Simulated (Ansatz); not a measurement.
One change: `[CH3][Ge]([CH3])([F])[F]` becomes `[CH3][Ge]([NH2])([F])[F]`.

Ansatz, PBE0-D4/def2-TZVP geometries, multiplicity 1. Each molecule was computed in one conformer, which needn't be the lowest.

Scalar relativity is left out up to krypton.

```json
{"property": "size of the dipole moment (ωB97M-V/def2-TZVPP) / D", "`[CH3][Ge]([CH3])([F])[F]`": "3.40"}
{"property": "LUMO energy (B3LYP/def2-TZVPP) / eV", "`[CH3][Ge]([CH3])([F])[F]`": "0.24"}
{"property": "HOMO energy (PBE0/def2-TZVPP) / eV", "`[CH3][Ge]([CH3])([F])[F]`": "-8.99"}
{"property": "LUMO energy (PBE0/def2-TZVPP) / eV", "`[CH3][Ge]([CH3])([F])[F]`": "0.62"}
{"property": "HOMO energy (B3LYP/def2-TZVPP) / eV", "`[CH3][Ge]([CH3])([F])[F]`": "-8.76"}
{"property": "HOMO energy (ωB97M-V/def2-TZVPP) / eV", "`[CH3][Ge]([CH3])([F])[F]`": "-11.21"}
```

Problem. What does the change do to each property? (An estimate is asked.)

Solution. The calculation gave: 
```tsv
property	`[CH3][Ge]([NH2])([F])[F]`	shift
size of the dipole moment (ωB97M-V/def2-TZVPP) / D	3.00	-0.40
LUMO energy (B3LYP/def2-TZVPP) / eV	-0.14	-0.38
HOMO energy (PBE0/def2-TZVPP) / eV	-8.25	0.74
LUMO energy (PBE0/def2-TZVPP) / eV	0.24	-0.38
HOMO energy (B3LYP/def2-TZVPP) / eV	-7.99	0.77
HOMO energy (ωB97M-V/def2-TZVPP) / eV	-10.69	0.52
```

With PBE0 the HOMO rises by 0.74 eV and the LUMO falls by 0.38 eV, so the gap narrows by about 1.12 eV. PBE moves the HOMO by 0.87 eV and ωB97M-V by 0.52 eV. The zero-point energy changes by -27.9 kJ/mol with -3 modes. Dipoles are sizes alone; their direction can turn.

B3LYP here is the variant with VWN-RPA as its local correlation; programs differ in this.
